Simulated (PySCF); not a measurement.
**Structure from 2D NMR**

Compound of formula C$_{7}$H$_{12}$NP. Correlations simulated from computed shifts and the bond graph:

HSQC (one-bond C–H):
```csv
δH,δC
2.27,16.2
1.85,27.8
1.82,28.1
1.51,31.0
```

COSY cross peaks (H two or three bonds apart, from the bond graph; peaks can be absent where the dihedral angle is near 90°):
```csv
δH,δH
1.85,1.82
1.82,1.51
```

HMBC (two and three bonds, from the bond graph):
```csv
δH,δC
2.27,"121.2, 27.8"
1.85,"31.0, 28.1, 27.8, 16.2"
1.82,"31.0, 28.1, 27.8"
1.51,"28.1, 27.8"
```

Carbons without hydrogens: δ 121.2.

- geometry from GFN2-xTB
- σ from GIAO-PBE0/pcSseg-1
- run in PySCF 2.14.0 with density-fitted response routines
- relativity neglected, a single conformation, equivalent nuclei averaged, gas phase

Scale: ¹H (σ = 31.72 ppm) and ¹³C (σ = 186.93 ppm) vs TMS (reference shieldings calculated alike).

Exchangeable hydrogens are left out of these lists.

Assemble the structure.

Answers

`InChI=1S/C7H12NP/c8-4-7-9-5-2-1-3-6-9/h1-3,5-7H2`.

Atoms are numbered as in `[N:1]#[C:2][CH2:3][P:4]1[CH2:5][CH2:6][CH2:7][CH2:8][CH2:9]1` (H(Xn): hydrogen on atom n).

δC 121.2 is C2, a nitrile carbon. δC 31.0 is C7, an sp3 CH2 in a ring (δH 1.51). δC 28.1 is C6/C8, an sp3 CH2 in a ring (δH 1.82). δC 27.8 is C5/C9, an sp3 CH2 bonded to P (δH 1.85). δC 16.2 is C3, an sp3 CH2 bonded to P, α to a nitrile (δH 2.27). HMBC from δH 2.27 reaches the proton-free carbon C2. COSY links 1.85–1.82, 1.82–1.51.

This is the structure that produced the data.

Shifts are as computed. Against solution values, carbons near 30 ppm lie about +3 ppm off and those near 130 ppm about +5 ppm. Of 1211 compounds with measured shifts, 218 miss one by over three times the rms of a fit or turn the order of signals round; such compounds aren't used in these exercises.
